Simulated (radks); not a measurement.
Excited configurations of K II: one electron is placed in a higher orbital outside [Ne] 3s2 3p5. The ground configuration is [Ar]. Calculated with a radial shooting solver on a logarithmic mesh with Libxc functionals: Dirac Kohn-Sham, PBE, spin-unpolarised, spherical densities, finite nucleus; open shells are shared between the two j in proportion to 2j + 1; Fermi nuclear charge, rms radius 3.4349 fm. Excitation = E - E(ground); binding = E(ion) - E, where the ion is the core of charge +2; n* = 2/sqrt(2 binding) in atomic units, and the quantum defect is n - n*. Eigenvalue and <r> are those of j = l + 1/2.

| outer orbital | excitation (eV) | binding (eV) | n* | quantum defect | eigenvalue (eV) |
|---|---|---|---|---|---|
| 4p | 23.452 | 8.481 | 2.533 | 1.467 | -6.328 |
| 4f | 28.458 | 3.475 | 3.957 | 0.043 | -2.484 |
| 5s | 26.413 | 5.520 | 3.140 | 1.860 | -4.359 |
| 5f | 29.599 | 2.334 | 4.828 | 0.172 | -1.785 |
| 7s | 29.772 | 2.161 | 5.018 | 1.982 | -1.761 |

The Delta-SCF ionisation energy is 31.933 eV (NIST Atomic Spectra Database: 31.625 eV, measured). Self-interaction in the functional shifts the binding energies and quantum defects, so they are the method's values and not measured ones. Spin polarisation and multiplet splitting are left out, so open shells lie too high by an amount that depends on their filling.

Beside tabulated values, note that spin-unpolarised runs miss the spin-polarisation part of the exchange energy of open shells.
